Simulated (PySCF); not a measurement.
HCl2FSSi (SMILES F[Si](S)(Cl)Cl), singlet, geometry from GFN2-xTB, atoms displaced at random by about 0.03 Å a coordinate; R2SCAN/STO-3G, gradient run with PySCF.

PySCF was given this input:
```python
from pyscf import gto, scf, dft

mol = gto.M(
    atom='''
F    -0.380644    0.435358    1.745562
Si   -0.065104    0.081122    0.141335
S     1.841084   -0.898081    0.185366
Cl   -1.426172   -1.206916   -0.433704
Cl   -0.151237    1.772602   -0.766777
H     2.481486    0.071442    0.725629
''',
    basis='sto-3g',
    charge=0,
    spin=0,
    verbose=4,
)

mf = dft.RKS(mol)
mf.xc = 'r2scan'
mf.grids.level = 0
mf.kernel()
g = mf.nuc_grad_method()
g.grid_response = True
grad = g.kernel()
```

Output, abridged:

```
PySCF version 2.14.0

[INPUT] verbose = 4
[INPUT] num. atoms = 6
[INPUT] num. electrons = 74
[INPUT] charge = 0
[INPUT] spin (= nelec alpha-beta = 2S) = 0
[INPUT] symmetry False subgroup None
[INPUT] Mole.unit = angstrom
[INPUT] Symbol           X                Y                Z      unit          X                Y                Z       unit  Magmom
[INPUT]  1 F     -0.380644000000   0.435358000000   1.745562000000 AA   -0.719312910959   0.822707386138   3.298634113448 Bohr   0.0
[INPUT]  2 Si    -0.065104000000   0.081122000000   0.141335000000 AA   -0.123028729614   0.153298362677   0.267084441815 Bohr   0.0
[INPUT]  3 S      1.841084000000  -0.898081000000   0.185366000000 AA    3.479144532319  -1.697127127676   0.350290972806 Bohr   0.0
[INPUT]  4 Cl    -1.426172000000  -1.206916000000  -0.433704000000 AA   -2.695074486523  -2.280740695356  -0.819581779128 Bohr   0.0
[INPUT]  5 Cl    -0.151237000000   1.772602000000  -0.766777000000 AA   -0.285796509901   3.349732307856  -1.448998528616 Bohr   0.0
[INPUT]  6 H      2.481486000000   0.071442000000   0.725629000000 AA    4.689328921942   0.135005813791   1.371240078042 Bohr   0.0

nuclear repulsion = 453.475056242636
number of shells = 24
number of NR pGTOs = 126
number of NR cGTOs = 42
basis = sto-3g
ecp = {}

******** <class 'pyscf.dft.rks.RKS'> ********
method = RKS
initial guess = minao
damping factor = 0
level_shift factor = 0
DIIS = <class 'pyscf.scf.diis.CDIIS'>
diis_start_cycle = 1
diis_space = 8
diis_damp = 0
SCF conv_tol = 1e-09
SCF conv_tol_grad = None
SCF max_cycles = 50
direct_scf = True
direct_scf_tol = 1e-13
XC library pyscf.dft.libxc version 7.1.2
    S. Lehtola, C. Steigemann, M. J. T. Oliveira, and M. A. L. Marques,  SoftwareX 7, 1–5 (2018)
XC functionals = r2scan
    J. W. Furness, A. D. Kaplan, J. Ning, J. P. Perdew, and J. Sun,  J. Phys. Chem. Lett. 11, 8208–8215 (2020)
    J. W. Furness, A. D. Kaplan, J. Ning, J. P. Perdew, and J. Sun,  J. Phys. Chem. Lett. 11, 9248–9248 (2020)
    J. W. Furness, A. D. Kaplan, J. Ning, J. P. Perdew, and J. Sun,  J. Phys. Chem. Lett. 11, 8208–8215 (2020)
    J. W. Furness, A. D. Kaplan, J. Ning, J. P. Perdew, and J. Sun,  J. Phys. Chem. Lett. 11, 9248–9248 (2020)
radial grids:
    Treutler-Ahlrichs [JCP 102, 346 (1995); DOI:10.1063/1.469408] (M4) radial grids

becke partition: Becke, JCP 88, 2547 (1988); DOI:10.1063/1.454033
pruning grids: <function nwchem_prune>
grids dens level: 0
symmetrized grids: False
atomic radii adjust function: <function treutler_atomic_radii_adjust>
small_rho_cutoff = 0
Set gradient conv threshold to 3.16228e-05
Initial guess from minao.
tot grids = 8208
init E= -1689.48725630797
  HOMO = -0.323753823250058  LUMO = -0.0420846890966999  gap/eV = 7.66461
cycle= 1 E= -1689.52284182802  delta_E= -0.0356  |g|= 0.603  |ddm|= 3.16
  HOMO = -0.0562392292363779  LUMO = 0.0253657828059097  gap/eV = 2.22059
cycle= 2 E= -1689.15166320991  delta_E= 0.371  |g|= 1.37  |ddm|= 3.15
  HOMO = -0.129927256457857  LUMO = 0.0720849044762446  gap/eV = 5.49703
cycle= 3 E= -1689.66494076292  delta_E= -0.513  |g|= 0.206  |ddm|= 2.15
  HOMO = -0.137764889810121  LUMO = 0.0809004502560817  gap/eV = 5.95019
cycle= 4 E= -1689.68113279261  delta_E= -0.0162  |g|= 0.076  |ddm|= 0.569
  HOMO = -0.132813522909432  LUMO = 0.0797257352098033  gap/eV = 5.78349
cycle= 5 E= -1689.68357542589  delta_E= -0.00244  |g|= 0.011  |ddm|= 0.164
  HOMO = -0.136058534641817  LUMO = 0.0795470934110154  gap/eV = 5.86693
cycle= 6 E= -1689.68364143152  delta_E= -6.6e-05  |g|= 0.00163  |ddm|= 0.0324
  HOMO = -0.135910048386131  LUMO = 0.0797438279413902  gap/eV = 5.86824
cycle= 7 E= -1689.68364247279  delta_E= -1.04e-06  |g|= 0.00029  |ddm|= 0.00331
  HOMO = -0.135918318224224  LUMO = 0.0797124228261464  gap/eV = 5.86761
cycle= 8 E= -1689.68364251863  delta_E= -4.58e-08  |g|= 1.16e-05  |ddm|= 0.000787
  HOMO = -0.135919667068333  LUMO = 0.079711688900727  gap/eV = 5.86763
cycle= 9 E= -1689.6836425187  delta_E= -6.73e-11  |g|= 4.04e-06  |ddm|= 4.57e-05
  HOMO = -0.135919205733798  LUMO = 0.0797118707119955  gap/eV = 5.86762
Extra cycle  E= -1689.6836425187  delta_E= -5.46e-12  |g|= 3.15e-06  |ddm|= 2.26e-05
converged SCF energy = -1689.6836425187

******** <class 'pyscf.grad.rks.Gradients'> for <class 'pyscf.dft.rks.RKS'> ********
unit = Eh/Bohr
grid_response = True
--------------- RKS gradients ---------------
         x                y                z
0 F    -0.0002590815     0.0045542684     0.0180357837
1 Si    -0.0653763765     0.0392297589    -0.1128173201
2 S     0.0307600858     0.0467755722     0.0330644433
3 Cl     0.0545271259     0.0515612534     0.0269135391
4 Cl     0.0038548410    -0.0958976605     0.0586223281
5 H    -0.0235065946    -0.0462231924    -0.0238187740
----------------------------------------------
```
